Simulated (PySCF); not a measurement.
AlSe⁻ at RHF-SCS-MP2

Level: RHF-SCS-MP2. Al aug-cc-pVDZ-DK, Se aug-cc-pVDZ-DK; spin-free X2C with a Gaussian nucleus (PySCF 2.14).

```json
{
  "state": "¹Σ⁺ (singlet), closed shell",
  "bond length": "2.266 Å",
  "harmonic wavenumber": "431 cm⁻¹",
  "force constant": "2.21 mdyn/Å",
  "rotational constant Be": "0.1627 cm⁻¹",
  "anharmonicity ωexe": "1.28 cm⁻¹",
  "vibration–rotation constant αe": "0.000729 cm⁻¹"
}
```

Correlated steps freeze 14 core orbitals.
